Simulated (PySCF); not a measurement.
Compound: SnMe(vinyl)3, C7H12Sn.
Cartesian coordinates in Å at the PBE0-D3(BJ)/def2-SVP level; atoms count from 1:
```
atom  x, y, z in Å
Sn1    0.022    0.242    0.527
C2     0.066    0.079    2.672
H3     0.590   -0.844    2.958
H4    -0.956    0.054    3.077
H5     0.602    0.935    3.107
C6     2.019    0.263   -0.252
C7     2.649   -0.839   -0.672
H8     2.553    1.220   -0.305
H9     2.172   -1.826   -0.656
H10    3.675   -0.809   -1.061
C11   -1.023    2.015   -0.078
C12   -2.016    1.982   -0.971
H13   -0.733    2.984    0.351
H14   -2.348    1.045   -1.435
H15   -2.547    2.890   -1.285
C16   -1.000   -1.433   -0.334
C17   -0.768   -1.871   -1.576
H18   -1.762   -1.948    0.265
H19   -0.018   -1.405   -2.227
H20   -1.314   -2.721   -2.006
```

Level of theory: TDDFT CAM-B3LYP/def2-SVPD, vertical, gas phase, core orbitals frozen in the response, def2 core potentials past Kr (PySCF). Spin–orbit coupling is left out.

Transition dipole moments from the ground state, in atomic units and in the frame of the coordinates above (overall signs are arbitrary), for the states with f of 0.002 or more among the lowest 7:

```csv
state,E (hartree),μx,μy,μz
S1,0.2210,0.266,-0.068,0.087
S2,0.2238,-0.186,0.104,-0.140
S3,0.2272,-0.035,-0.019,0.315
S4,0.2479,-0.284,-0.279,-0.115
S5,0.2529,0.608,-0.473,-0.562
S6,0.2556,-1.002,0.812,0.178
S7,0.2590,0.741,-0.308,1.094
```

(1) What oscillator strength does each state have?

(2) Which bond between heavy atoms lies closest to the direction of the S7 transition dipole?

(3) What angle do the transition dipoles of S3 and S4 make?

(4) How is the summed strength of these states shared among x, y and z?

(5) What peak molar absorption coefficient would the strongest computed level give as a lone Gaussian band 0.5 eV wide at half height?

Answers

(1) f = (2/3) ΔE |μ|² with ΔE in hartree (27.2114 eV).

```csv
state,|μ|² (au),|μ| (D),f
S1,0.083,0.73,0.012
S2,0.065,0.65,0.010
S3,0.101,0.81,0.015
S4,0.172,1.05,0.028
S5,0.909,2.42,0.153
S6,1.695,3.31,0.289
S7,1.840,3.45,0.318
```

(2) C11–C12, at 20° from it; next Sn1–C2 at 34°.

(3) |cos θ| = |μa·μb| / (|μa| |μb|) = 0.16, so θ ≈ 81° (taken between 0 and 90°, since the signs are arbitrary).

(4) (2/3) Σ ΔE μα² gives 0.357 for x, 0.182 for y and 0.286 for z, 0.825 in all.

(5) ε(max) = 2.175×10⁸ f / FWHM, with the width in cm⁻¹. S7: 2.175×10⁸ × 0.3178 / 4033 ≈ 17000 L mol⁻¹ cm⁻¹.

Time: 4.2 min wall (with the writing of density and orbital grids); peak memory 1.6 GiB. Hardware: one thread, AMD EPYC (x86_64), no GPU (shared host).

One conformer stands for the species.
